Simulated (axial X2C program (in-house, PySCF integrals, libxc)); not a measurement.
Testing model relations on TaBr⁻

A bond curve at the PBE0 level, with spin–orbit coupling, was computed with an in-house all-electron X2C program for linear molecules (integrals from PySCF) (basis Ta dyall-acv3z [14s15p10d7f4g], Br dyall-acv3z [9s10p7d5f1g] (cores contracted in-house)) for the state Ω = 1/2 (⟨Sz⟩ = -1.44, ⟨Lz⟩ = 1.94 at PBE0). Its fit gives Re = 2.5673 Å, ωe = 180.6 cm⁻¹, ωexe = 0.68 cm⁻¹ and αe = 2.063e-04 cm⁻¹; the masses are 180.9480 and 78.9183 u. Two-component means X2C with spin–orbit coupling and atomic mean-field Coulomb and Gaunt terms.

Problem. Find the reduced mass, Be and the force constant.

Solution. From the PBE0 values: μ = 54.9518 u. Be = 16.8576/(μ Re²) = 0.04654 cm⁻¹. k = 5.8918×10⁻⁷ μ ωe² = 1.06 mdyn/Å.

Problem. Where do the fundamental and the first overtone lie?

Solution. ν(1←0) = ωe − 2ωexe = 179.2 cm⁻¹; ν(2←0) = 2ωe − 6ωexe = 357.1 cm⁻¹.

Problem. Estimate the centrifugal constant by the Kratzer relation.

Solution. D = 4Be³/ωe² = 1.24e-08 cm⁻¹.

Problem. A Morse curve ties αe to the other constants (Pekeris). How well does that hold?

Solution. αe(Morse) = 6Be²/ωe × (√(ωexe/Be) − 1) = 2.031e-04 cm⁻¹; the PBE0 curve gives 2.063e-04 cm⁻¹, a ratio of 0.98.

The state is a single determinant with fixed occupations, the lowest that a limited PBE0 search found. Density functionals use the spin component along the axis (collinear). PBE0 can misorder states that lie within some tenths of an eV, so this need not be the ground state of the molecule. The nearest other 2c determinant of the search, Ω = 1/2, lies 0.11 eV up at the distance of the search. Without a current term, density functionals place determinants with orbital angular momentum somewhat too high. With several unpaired electrons one determinant need not be a pure state. The highest occupied level of some functionals is positive through self-interaction error; at Hartree–Fock it is bound.
